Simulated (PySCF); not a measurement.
# What a mistake does to a calculation on B2GeH7Si cation

Calculated results; nothing here was measured. They come from PySCF 2.14.0, an open-source quantum chemistry program, on an isolated molecule that a program drew, which may never have been made. The molecule is B2GeH7Si cation (charge +1, singlet), drawn as the SMILES string `[BH2][GeH]([BH2])[SiH2+]`.

Each row is a Hartree-Fock (HF) and frozen-core CCSD(T) single point in the cc-pV(D+d)Z basis, meant for a local HF minimum. Run 1 is clean. Each other run has one planted mistake out of seven kinds, and not every kind appears here: one electron removed, one electron added, multiplicity raised by two, geometry at a saddle point, minimal basis STO-3G, one bond length entered in bohr, all coordinates scaled. The reference is restricted for singlets and unrestricted otherwise, and also for a bond in bohr. Adding or removing an electron swaps singlet and doublet. Electrons count all cores. HOMO and LUMO are orbital energies over both spins, the gradient is its largest component, and the lowest frequency (negative if imaginary) is given only where the gradient is small. Bond lengths are over the 10 bonds as drawn. T1 is the CCSD diagnostic: over 0.02 (restricted) or 0.045 (unrestricted) a single reference is doubtful. Germanium has the cc-pVDZ-PP basis, with a core potential (ECP10MDF) in place of its 10 inner electrons, and its 3s, 3p and 3d shells are frozen in CCSD(T).

Geometry of the clean run:
```xyz
11
B2GeH7Si cation, angstrom
B    -0.4348   -1.5099    1.1310
Ge    0.1357    0.2275    0.0885
B     0.8615    1.7744    1.3178
Si    1.9980   -0.4248   -1.3544
H     0.2828   -2.4575    1.2137
H    -1.5031   -1.4789    1.6561
H    -0.8975    0.6933   -0.9345
H     0.0390    2.4264    1.8802
H     2.0284    1.9668    1.4635
H     3.2699   -0.9581   -0.8374
H     2.0350   -0.3526   -2.8249
```

```
run,electrons,basis functions,<S^2>,HOMO (eV),LUMO (eV),gradient (hartree/bohr),lowest frequency (cm^-1),mean bond (Å),longest bond (Å),T1,HF (hartree),CCSD(T) (hartree),mistake
1,62,109,0.000,-15.07,-5.34,3.3e-05,69,1.5891,2.445,0.0166,-635.41763,-635.82882,no fault
2,62,109,0.000,-15.47,-5.36,3.4e-02,-,1.5113,2.325,0.0170,-635.39575,-635.80421,all coordinates scaled
3,62,109,0.677,-13.82,-5.37,1.9e-02,-,1.6951,2.445,0.0622,-635.29447,-635.70589,one bond length entered in bohr
4,62,109,2.021,-13.20,-7.60,5.1e-02,-,1.5891,2.445,0.0190,-635.32546,-635.72834,multiplicity raised by two
5,61,109,0.802,-20.67,-12.77,4.9e-02,-,1.5891,2.445,0.0186,-634.90770,-635.29121,one electron removed
6,63,109,0.773,-7.19,0.72,2.5e-02,-,1.5891,2.445,0.0152,-635.64737,-636.07410,?
```

**Which mistake was planted in run 6, and what did it cost?**

It counts 63 electrons, one more than the clean run, at the same geometry and basis. So the mistake is: one electron added. Subtracting run 1 and multiplying by 627.51 kcal/mol a hartree, the energy moved by -144.2 kcal/mol in HF and -153.9 kcal/mol in CCSD(T).

Cautions from the logs. Run 3: T1 is over the limit, so its CCSD(T) energy is less reliable.
